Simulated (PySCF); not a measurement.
# Field gradients at the hydrogen positions

Compound: CH9FSi4.
Z-matrix (Å and degrees, GFN2-xTB geometry), rows numbered from 1:
```
C 
Si  1  1.9066
Si  2  2.3763  1  111.43
Si  3  2.3625  2   90.14  1  -107.94
Si  4  2.3543  3   89.59  2    -5.58
F   5  1.6340  2  107.75  1  -143.60
H   1  1.0861  2  112.35  3   168.97
H   1  1.0864  2  110.78  3    48.52
H   1  1.0856  2  111.08  3   -70.71
H   2  1.4771  1  104.77  3   130.89
H   3  1.4700  2  116.10  1   133.75
H   3  1.4712  2  116.83  1    12.51
H   4  1.4716  3  115.17  2   110.83
H   4  1.4685  3  117.61  2  -127.46
H   5  1.4646  2  126.28  1   -28.43
```

Level: PBE0/pcSseg-1 (PySCF, non-relativistic); Q(2H) = 0.00286 b; rigid geometry, the same for H and D, with no vibrational averaging.

Question: Rank these positions by the coupling χzz of a deuteron there, largest first.
A. H11 (Si–H hydrogen)
B. H7 (methyl hydrogen)
C. H10 (Si–H hydrogen)

Answer: B (218 kHz), A (110 kHz), C (105 kHz).

Question: Give the electric field gradient Vzz (the principal value of largest size), its asymmetry and the 2H coupling at each hydrogen.

Answer: 
| atom | bonded to | bond length (Å) | Vzz (au) | η | χzz (kHz) |
| --- | --- | --- | --- | --- | --- |
| H7 | C1 | 1.086 | 0.3246 | 0.01 | 218 |
| H8 | C1 | 1.086 | 0.3235 | 0.00 | 217 |
| H9 | C1 | 1.086 | 0.3253 | 0.01 | 219 |
| H10 | Si2 | 1.477 | 0.1564 | 0.01 | 105 |
| H11 | Si3 | 1.470 | 0.1630 | 0.01 | 110 |
| H12 | Si3 | 1.471 | 0.1623 | 0.00 | 109 |
| H13 | Si4 | 1.472 | 0.1617 | 0.01 | 109 |
| H14 | Si4 | 1.468 | 0.1640 | 0.00 | 110 |
| H15 | Si5 | 1.465 | 0.1619 | 0.02 | 109 |

Question: Average by the element that carries the hydrogen.

Answer: on C: 218 kHz over 3 positions, mean bond length 1.086 Å; on Si: 109 kHz over 6 positions, mean bond length 1.471 Å.

Question: How does χzz go with the bond length over the 6 Si–H bonds?

Answer: A straight-line fit has a slope of -3.3 kHz for each 0.01 Å, with a correlation coefficient of -0.76, over lengths from 1.465 to 1.477 Å.

Question: Give the 2H NMR doublet splittings at H10 for a magnetic field along the z, y and x axes of the gradient: 3χ/2, 3χ(1 + η)/4, 3χ(1 − η)/4.

Answer: With |χ| = 105.1 kHz and η = 0.008: 158, 79 and 78 kHz, to first order and without motion.

Isolated species at its GFN2-xTB geometry (one conformer only). GFN2-xTB bond lengths can be off by several hundredths of an ångström, more for odd bonds, and the gradients follow them. With a basis this small, the couplings can be 20 % off.
